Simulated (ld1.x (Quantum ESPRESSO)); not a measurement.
**Reading a pseudo-wave (bromine)**

Columns: radius, all-electron u(r) and pseudo u(r) of the 4s shell (level -41.86 eV) of bromine in the configuration [Ar] 3d10 4s2 4p3; PBEsol, scalar-relativistic, PAW scheme, ld1.x (Quantum ESPRESSO) 7.5.

| r (bohr) | all-electron | pseudo |
| --- | --- | --- |
| 0.082 | -0.1693 | -0.0209 |
| 0.165 | -0.2249 | -0.0454 |
| 0.248 | 0.1013 | -0.0762 |
| 0.330 | 0.3671 | -0.1152 |
| 0.413 | 0.4535 | -0.1648 |
| 0.495 | 0.3858 | -0.2244 |
| 0.578 | 0.2240 | -0.2949 |
| 0.660 | 0.0246 | -0.3728 |
| 0.742 | -0.1791 | -0.4564 |
| 0.825 | -0.3686 | -0.5434 |
| 0.908 | -0.5306 | -0.6290 |
| 0.990 | -0.6598 | -0.7079 |
| 1.072 | -0.7585 | -0.7774 |
| 1.155 | -0.8297 | -0.8346 |
| 1.238 | -0.8751 | -0.8756 |
| 1.320 | -0.8985 | -0.8985 |
| 1.402 | -0.9040 | -0.9040 |
| 1.485 | -0.8947 | -0.8947 |
| 1.568 | -0.8736 | -0.8736 |
| 1.650 | -0.8438 | -0.8438 |
| 1.733 | -0.8071 | -0.8071 |
| 1.815 | -0.7663 | -0.7663 |
| 1.898 | -0.7220 | -0.7220 |
| 1.980 | -0.6767 | -0.6767 |
| 2.062 | -0.6309 | -0.6309 |
| 2.145 | -0.5850 | -0.5850 |

**Question.** How many radial nodes do the two functions have?

**Answer.** The all-electron 4s function has n − l − 1 = 3 (the table is too coarse to show those close to the nucleus); the pseudo-wave has 0, since the states of the same l below it are removed with the core.

**Question.** At about which radius was the pseudo-wave matched?

**Answer.** 1.30 bohr, where the columns begin to agree (steps of 0.08 bohr).

**Question.** Where does each function peak?

**Answer.** Outermost all-electron maximum near 1.40 bohr, pseudo maximum near 1.40 bohr (to the table’s step).

**Question.** Is the pseudo-wave norm-conserving?

**Answer.** No, it belongs to a PAW set: the norm inside the radius is not constrained, and the difference is carried by the augmentation charge.
